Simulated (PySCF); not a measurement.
# Dipole moment and polarisability of In(nPr)3

Species: In(nPr)3, C₉H₂₁In.
Geometry (PBE0-D3(BJ)/def2-SVP, Å), atoms numbered from 1 in this order:
```
atom  x, y, z in Å
In1    0.0803    0.5638    0.0869
C2     2.1356    0.3508    0.8026
C3     2.5934   -1.0545    1.1802
C4     4.0369   -1.1117    1.6631
H5     2.2546    1.0422    1.6564
H6     2.7824    0.7648    0.0065
H7     2.4728   -1.7334    0.3183
H8     1.9351   -1.4681    1.9648
H9     4.1828   -0.4796    2.5544
H10    4.3422   -2.1371    1.9269
H11    4.7289   -0.7462    0.8868
C12   -0.7838    2.5572   -0.1716
C13   -2.0831    2.6030   -0.9695
C14   -2.6735    4.0019   -1.0934
H15   -0.0173    3.2043   -0.6344
H16   -0.9402    2.9728    0.8414
H17   -2.8319    1.9345   -0.5081
H18   -1.9180    2.1919   -1.9817
H19   -1.9673    4.6875   -1.5896
H20   -3.6084    4.0047   -1.6767
H21   -2.8972    4.4259   -0.1009
C22   -1.1875   -1.1530   -0.3976
C23   -0.5429   -2.5340   -0.3371
C24   -1.5054   -3.6664   -0.6726
H25   -1.6075   -0.9645   -1.4026
H26   -2.0541   -1.1007    0.2877
H27   -0.1154   -2.7081    0.6657
H28    0.3182   -2.5779   -1.0276
H29   -1.9157   -3.5496   -1.6890
H30   -1.0162   -4.6524   -0.6202
H31   -2.3593   -3.6787    0.0243
```

Level: CAM-B3LYP/def2-SVPD (PySCF), static field, nuclei fixed, core orbitals frozen in the response. The polarisability tensor in these axes (au):

```
x   164.17 -10.36  20.02
y   -10.36 171.95  -3.43
z    20.02  -3.43 121.81
```

Diagonalise the tensor; give its mean and Δα, where Δα² is half the sum of the squared differences of the eigenvalues.

Principal values 113.84, 161.16 and 182.94 au; mean 152.65 au = 22.62 Å³ = 25.17 × 10⁻⁴⁰ C²·m²/J; Δα = 61.18 au (40 % of the mean).

What is the dipole moment?

0.11 D at this geometry.

Rayleigh depolarisation ratio (linearly polarised light, static tensor)?

ρ = 3Δα²/(45ᾱ² + 4Δα²) = 11230.6/(1048544 + 14974.1) = 0.0106.

In a dilute gas of rigid molecules at 500 K, how does the orientational term μ²/3kT compare with the electronic polarisability?

In Gaussian units μ²/3kT = 0.05 Å³ against 22.62 Å³, a ratio of 0.00; the Debye molar polarisation (4π/3)N_A(α + μ²/3kT) is 57.2 cm³/mol, leaving out the vibrational part.

Refractivity n − 1 of an ideal gas of it at 500 K and 1 atm, from the electronic α?

N = p/kT = 1.4678 × 10¹⁹ cm⁻³, so n − 1 = 2π × N × 22.62 × 10⁻²⁴ cm³ = 2086 × 10⁻⁶ at long wavelengths, for an ideal gas.

Find the Langevin capture rate constant for NO+ (29.998 u) meeting this molecule (244.068 u), k = 2.342 × 10⁻⁹ cm³/s × √(α in Å³ / reduced mass in u).

The reduced mass is 26.71 u, so k = 2.16 × 10⁻⁹ cm³/s.

Directions of the eigenvectors, and the extent of the frame along each?

Largest value along (-0.66, 0.70, -0.26), where the nuclei span 10.51 Å; middle along (0.65, 0.71, 0.27), 7.29 Å; least along (-0.37, -0.01, 0.93), 2.27 Å. The response follows the extents in order.

Geometry: PBE0-D3(BJ)/def2-SVP, one conformer, isolated molecule. Atoms past krypton carry effective core potentials; spin–orbit coupling is left out.

The run behind these numbers computed excited states as well. Hardware: Intel Xeon Platinum 8259CL at 2.50 GHz, 2 threads, no GPU, shared host with 96 logical CPUs at a one-minute load of 42. Cost: 3.5 min wall, 7.5 min CPU (with the writing of density and orbital grids), 3.5 GiB resident at most.
